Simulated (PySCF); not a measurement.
## Simulated absorption spectrum

Compound: C3H9GaO.
SMILES: `CC(C)[O][GaH2]`

Computed with TDDFT PBE0/def2-SVPD, vertical, gas phase, core orbitals frozen in the response in PySCF 2.14.0, density-fitted response routines. The structure is a single PBE0-D3(BJ)/def2-SVP conformer in the gas phase; no vibrational or solvent corrections. Relativistic effects, spin–orbit coupling among them, are left out although an element past zinc is present. Torsions of this conformer, `[CH3:1][CH:2]([CH3:3])[O:4][GaH2:5]`: C1–C2–O4–Ga5 -63°.

Each state is given a Gaussian of 0.25 eV full width at half maximum, with ε(max) = 2.175×10⁸ f / Δν̃ (Δν̃ the width in cm⁻¹). The width is an assumption, not a result. The curve ends short of the highest state used, and states not computed would add to its high-energy end.

λ (nm), ε (L mol⁻¹ cm⁻¹) and a bar:
```
    172.4       7727 ######################
    174.5      10433 ##############################
    176.5       9190 ##########################
    178.6       4859 ##############
    180.7       1566 #####
    182.8        318 #
    184.9         42 
    186.9          4 
    189.0          1 
    191.1          9 
    193.2         42 
    195.3        123 
    197.3        227 #
    199.4        292 #
    201.5        257 #
    203.6        159 
    205.7         83 
    207.7        104 
    209.8        369 #
    211.9       1165 ###
    214.0       2710 ########
    216.1       4674 #############
    218.1       6032 #################
    220.2       6068 #################
    222.3       4737 ##############
    224.4       2911 ########
    226.5       1428 ####
    228.5        596 ##
    230.6        204 #
    232.7         81 
    234.8         77 
    236.9        121 
    238.9        177 #
    241.0        221 #
    243.1        232 #
    245.2        205 #
    247.3        153 
    249.3        101 
    251.4         56 
    253.5         27 
    255.6         12 
    257.7          4 
    259.7          2 
    261.8          0
```

(1) Where are the band maxima, and which computed states make them?

(2) Coming from long wavelengths, where does ε first pass 100 L mol⁻¹ cm⁻¹?

(3) On this curve, what absorbance would a 10⁻⁵ mol/L sample give at 254 nm over a 1 cm path?

Results:

(1) 243 nm (5.11 eV), ε about 230, made up of S1 (100%); 219 nm (5.66 eV), ε about 6300, made up of S2 (100%); 200 nm (6.21 eV), ε about 290, made up of S3 (100%); 175 nm (7.09 eV), ε about 11000, made up of S4 (17%) and S5 (78%) (ε in L mol⁻¹ cm⁻¹; maxima over ε = 5, shares over 10%). The states used: S1 5.11 eV (f 0.0022); S2 5.66 eV (f 0.058); S3 6.21 eV (f 0.0027); S4 7.02 eV (f 0.020); S5 7.09 eV (f 0.076); S6 7.21 eV (f 0.0072); S7 7.34 eV (f 0.030); S8 7.71 eV (f 0.0058); S9 7.71 eV (f 0.0039); S10 7.79 eV (f 0.0032).

(2) At about 249 nm (4.97 eV), 0.14 eV below S1.

(3) 254 nm is 4.881 eV, where ε is about 23 L mol⁻¹ cm⁻¹, so A = ε c l ≈ 0.00023 (Beer–Lambert, with the gas-phase spectrum and the assumed width).

All these states lie below the vertical ionisation energy of 9.65 eV (ΔSCF).
